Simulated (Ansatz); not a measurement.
Geometry optimisation, RKS B3LYP-D4/STO-3G (Ansatz 0.2.0).

The input (input.yaml):

```yaml
crystal:
  periodic: [false, false, false]
  atoms:
    - { symbol: Si, position_ang: [0.0, 0.0, 0.0] }
    - { symbol: O, position_ang: [0.0, 0.0, 1.68] }
    - { symbol: Si, position_ang: [-1.3147, -0.4067, 2.6436] }
    - { symbol: H, position_ang: [-2.239, -1.2403, 1.8804] }
    - { symbol: H, position_ang: [-0.8506, -1.1432, 3.8157] }
    - { symbol: H, position_ang: [-1.9987, 0.8095, 3.0733] }
    - { symbol: Si, position_ang: [2.0935, 0.0, -0.7393] }
    - { symbol: H, position_ang: [2.5508, -1.3762, -0.9079] }
    - { symbol: H, position_ang: [2.1573, 0.6939, -2.0222] }
    - { symbol: H, position_ang: [2.951, 0.6823, 0.2255] }
    - { symbol: O, position_ang: [-0.7913, 1.3709, -0.5594] }
    - { symbol: H, position_ang: [-1.7491, 1.1401, -0.7818] }
    - { symbol: O, position_ang: [-0.7913, -1.3709, -0.5594] }
    - { symbol: H, position_ang: [-1.2459, -1.8365, 0.2129] }
basis:
  gaussian: { orbitals: STO-3G }
hamiltonian:
  xc: b3lyp
  dispersion: d4
relax:
  f_tol: 0.02
  max_steps: 40
output:
  orbitals: {}
```

Run as:

```bash
$ ansatz run input.yaml --threads 1 --pin off --max-ram 2048MiB --backend cpu --events-out ev --progress --plain --runs-dir out
```

Where does it end, and by what steps?

The run converged. The force dipped under the threshold on the way, but the program's further checks kept it going. Limits of this set-up: minimal basis. After 28 steps the energy has fallen by 0.295 eV; H14 moved furthest, 1.30 Å.

```
step  energy less start (eV)  largest force component (eV/Å)  accepted
   0                  0.0000                           1.004       yes
   1                 -0.1237                           0.577       yes
   2                 -0.1621                           0.325       yes
   3                 -0.1978                           0.336       yes
   4                 -0.2173                           0.327       yes
   5                 -0.2329                           0.293       yes
   6                 -0.2483                           0.163       yes
   7                 -0.2570                           0.443       yes
   8                 -0.1404                           2.512        no
   9                 -0.2678                           0.173       yes
  10                 -0.2726                           0.290       yes
  11                 -0.2759                           0.326       yes
  12                 -0.2804                           0.385       yes
  13                 -0.2877                           0.151       yes
  14                 -0.2760                           0.628        no
  15                 -0.2910                           0.162       yes
  16                 -0.2927                           0.055       yes
  17                 -0.2925                           0.286        no
  18                 -0.2934                           0.039       yes
  19                 -0.2366                           1.108        no
  20                 -0.2939                           0.011       yes
  21                 -0.2942                           0.059       yes
  22                 -0.2941                           0.085        no
  23                 -0.2945                           0.032       yes
  24                 -0.2945                           0.066        no
  25                 -0.2947                           0.022       yes
  26                 -0.2947                           0.024       yes
  27                 -0.2948                           0.028       yes
  28                 -0.2948                           0.015       yes
```

```xyz
14
Properties=species:S:1:pos:R:3
Si -0.086 -0.215 0.049
O 0.008 -0.654 1.677
Si -1.292 -0.243 2.692
H -2.588 -0.519 2.100
H -1.148 -1.053 3.881
H -1.262 1.152 3.082
Si 2.052 0.042 -0.689
H 2.761 -1.216 -0.646
H 2.070 0.510 -2.055
H 2.775 0.993 0.124
O -1.043 1.203 -0.065
H -1.873 0.884 -0.569
O -1.057 -1.338 -0.810
H -0.546 -2.222 -0.810
```

Time of the run: 2 min on 1 thread of Arm Neoverse V1, with other jobs on the host, peak memory 0.14 GiB.
